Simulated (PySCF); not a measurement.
C5H6N2O2S.
Atom-mapped SMILES: `[CH3:1][C:2](=[O:3])[O:4][CH2:5][c:6]1[n:7][cH:8][s:9][n:10]1` (hydrogens: H11, H12, H13 on C1; H14, H15 on C5; H16 on C8)

All values: CAM-B3LYP/def2-SVPD (PySCF, non-relativistic), on one gas-phase PBE0-D3(BJ)/def2-SVP geometry that isn't relaxed in the solvent. The solvent is an IEF-PCM continuum (van der Waals radii × 1.2), and excitations are vertical TDDFT with non-equilibrium linear response and a frozen core. Specific hydrogen bonds and non-electrostatic terms are outside this model.

Gas-phase singlets (H = HOMO, L = LUMO):

```csv
state,E (eV),λ (nm),f,leading configurations
S1,5.322,233,0.001,H-2→L 95%
S2,5.781,214,0.113,H→L 84%
S3,5.970,208,0.001,"H-1→L+3 49%, H-1→L+2 18%"
S4,6.112,203,0.002,"H→L+1 62%, H-5→L 13%"
S5,6.300,197,0.001,"H-5→L 67%, H→L+1 13%"
```

Task: What are the lowest 5 singlets in chloroform (ε = 4.711)?

Result: 
```tsv
state	E (eV)	λ (nm)	f	leading configurations	change by rank (eV)
S1	5.440	228	0.002	H-2→L 92%	+0.118
S2	5.726	217	0.159	H→L 89%	-0.055
S3	6.062	205	0.001	H-1→L+2 47%, H-1→L+3 26%	+0.092
S4	6.170	201	0.001	H→L+1 70%, H-5→L 10%	+0.058
S5	6.372	195	0.002	H-5→L 62%, H-4→L 19%	+0.072
```

Task: What are the lowest 5 singlets in dimethylsulfoxide (ε = 46.83)?

Result: 
| state | E (eV) | λ (nm) | f | leading configurations | change by rank (eV) |
| --- | --- | --- | --- | --- | --- |
| S1 | 5.493 | 226 | 0.002 | H-2→L 76%, H-1→L 20% | +0.171 |
| S2 | 5.729 | 216 | 0.164 | H→L 90% | -0.052 |
| S3 | 6.100 | 203 | 0.001 | H-1→L+2 48%, H-1→L+3 16% | +0.130 |
| S4 | 6.202 | 200 | 0.001 | H→L+1 70%, H-5→L 9% | +0.090 |
| S5 | 6.408 | 193 | 0.002 | H-5→L 58%, H-4→L 23% | +0.108 |

Task: The ground-state energy changes by -0.402 eV from gas to dimethylsulfoxide. By how much does the total energy of gas-phase S1 change?

Result: E(S1) = E(S0) + excitation energy, so it changes by -0.402 + 0.171 = -0.231 eV: it is lowered less than the ground state, which is what a blue shift means. This is the vertical state, with the slow part of the continuum still set for S0.

Task: How do the frontier levels move from gas to dimethylsulfoxide?

Result: 
```json
{"orbital": "LUMO+2", "gas (eV)": "1.20", "solvent (eV)": "1.13", "change (eV)": "-0.07", "Löwdin shares, gas": "S9 18 %, C2 14 %, O3 9 %, C1 9 %", "Löwdin shares, solvent": "C2 28 %, O3 22 %, O4 10 %, C1 8 %"}
{"orbital": "LUMO+1", "gas (eV)": "0.68", "solvent (eV)": "0.86", "change (eV)": "+0.18", "Löwdin shares, gas": "S9 72 %, N10 10 %, C8 7 %, H16 4 %", "Löwdin shares, solvent": "S9 69 %, N10 10 %, C8 7 %"}
{"orbital": "LUMO", "gas (eV)": "-0.40", "solvent (eV)": "-0.35", "change (eV)": "+0.05", "Löwdin shares, gas": "C8 28 %, S9 24 %, N10 17 %, N7 14 %", "Löwdin shares, solvent": "C8 28 %, S9 24 %, N10 17 %, N7 14 %"}
{"orbital": "HOMO", "gas (eV)": "-9.22", "solvent (eV)": "-9.21", "change (eV)": "+0.01", "Löwdin shares, gas": "S9 31 %, N10 14 %, C6 14 %, C8 12 %", "Löwdin shares, solvent": "S9 35 %, N10 15 %, C6 15 %, C8 13 %"}
{"orbital": "HOMO-1", "gas (eV)": "-9.75", "solvent (eV)": "-10.00", "change (eV)": "-0.25", "Löwdin shares, gas": "O3 55 %, O4 8 %, C1 7 %, C2 7 %", "Löwdin shares, solvent": "O3 49 %, N7 11 %, O4 8 %, C1 7 %"}
{"orbital": "HOMO-2", "gas (eV)": "-9.91", "solvent (eV)": "-10.03", "change (eV)": "-0.12", "Löwdin shares, gas": "N7 49 %, N10 19 %, S9 12 %, C6 6 %", "Löwdin shares, solvent": "N7 39 %, N10 13 %, O3 12 %, S9 12 %"}
{"orbital": "HOMO-3", "gas (eV)": "-10.39", "solvent (eV)": "-10.47", "change (eV)": "-0.08", "Löwdin shares, gas": "N7 24 %, N10 21 %, S9 13 %, C8 12 %", "Löwdin shares, solvent": "N7 28 %, N10 26 %, C8 15 %, S9 15 %"}
```

The HOMO–LUMO gap goes from 8.82 to 8.86 eV. Rows go by rank; for LUMO+2 the atom shares or the degeneracy differ between the runs, so the row needn't follow one orbital.

The values belong to the conformer `[CH3:1][C:2](=[O:3])[O:4][CH2:5][c:6]1[n:7][cH:8][s:9][n:10]1`: C1–C2–O4–C5 175°, C2–O4–C5–C6 -69°, O4–C5–C6–N7 -16°.
